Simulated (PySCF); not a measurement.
# Pb²⁺ (lead, charge +2) across methods

[Xe] 4f14 5d10 6s2, closed-shell 1S. Computed with PySCF 2.14 in def2-TZVPPD with the def2 core potential (60 electrons), with scalar relativity through the core potential.

| method | E (hartree) | mean ε 5p (eV) | mean ε 5d (eV) | mean ε 6s (eV) | Σ⟨r²⟩ (bohr²) | ⟨S²⟩ |
| --- | --- | --- | --- | --- | --- | --- |
| LDA | -191.7940 | -103.59 | -37.921 | -27.840 | 38.67 | 0.000 |
| r2SCAN | -192.1588 | -106.12 | -38.523 | -27.577 | 38.42 | 0.000 |
| UHF | -191.10910 | -121.64 | -45.898 | -30.098 | 38.81 | 0.000 |
| M06 | -192.1165 | -107.67 | -40.126 | -28.360 | 38.49 | 0.000 |
| LC-wPBE | -192.0961 | -109.66 | -42.736 | -30.952 | 38.46 | 0.000 |
| PBE | -192.1048 | -103.69 | -37.815 | -27.391 | 38.59 | 0.000 |
| PBE0 | -192.0745 | -108.45 | -40.117 | -28.332 | 38.54 | 0.000 |
| PW91 | -192.1772 | -103.81 | -37.900 | -27.490 | 38.59 | 0.000 |
| BLYP | -192.0605 | -103.68 | -37.665 | -27.357 | 38.70 | 0.000 |

Energies and moments cover only the electrons outside the core potential. Spin-orbit coupling, which splits the p, d and f shells strongly at this Z, is absent.
